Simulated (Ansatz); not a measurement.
`[NH]=[V]([NH2])([OH])[Cl]` + NH₃ → `[NH]=[V]([NH2])([NH2])[Cl]` + H₂O  (ligand exchange at a V–O bond)

Calculated with Ansatz (gas phase, PBE0-D4/def2-TZVP geometries, no zero-point term in ΔE). CCSD(T)/CBS adds triple-zeta CCSD(T) − MP2 to the extrapolated MP2 energy (def2 sets, frozen cores). This one scheme is used for every species. DFT in def2-TZVPP. B3LYP here is the variant with VWN-RPA as its local correlation; programs differ in this. HSE06 is defined as in plane-wave codes. For V outer-core shells are correlated without core-valence functions, which leaves a few kJ/mol of doubt a bond. Scalar relativity is left out up to krypton. Each species was taken in one conformer, which may not be the lowest.

Is it downhill or uphill in electronic energy at CCSD(T)/CBS, and by how much? (An estimate is asked.)

Computed: Uphill: ΔE = +37.7 kJ/mol.

What do these levels give: LDA (SPW92), r2SCAN-D4, BHLYP-D4, ωB97X-V, PBE0, B3LYP, r2SCANh, HSE06, RPA@PBE/def2-TZVPP, MP2/def2-TZVPP, MP2/def2-QZVPP, CCSD/CBS(def2)? (Estimate.)

The calculation gave: LDA (SPW92) 44.0, r2SCAN-D4 48.7, BHLYP-D4 44.1, ωB97X-V 46.9, PBE0 44.4, B3LYP 48.0, r2SCANh 47.7, HSE06 44.3, RPA@PBE/def2-TZVPP 42.0, MP2/def2-TZVPP 34.8, MP2/def2-QZVPP 32.9, CCSD/CBS(def2) 38.7 kJ/mol.

Largest T1 diagnostic among the species: 0.031, so the coupled-cluster value is less sure than usual.

At CCSD(T), def2-SVP lies +12.6 kJ/mol from the extrapolated value and def2-TZVPP +3.0 kJ/mol. In def2-TZVPP, CCSD(T) changes the Hartree–Fock value by −7.9 kJ/mol (the triples alone add −1.0 kJ/mol) and MP2 by −13.8 kJ/mol. From BLYP to BHLYP (50 % exact exchange), in def2-TZVPP and without D4, ΔE moves by −4.3 kJ/mol.
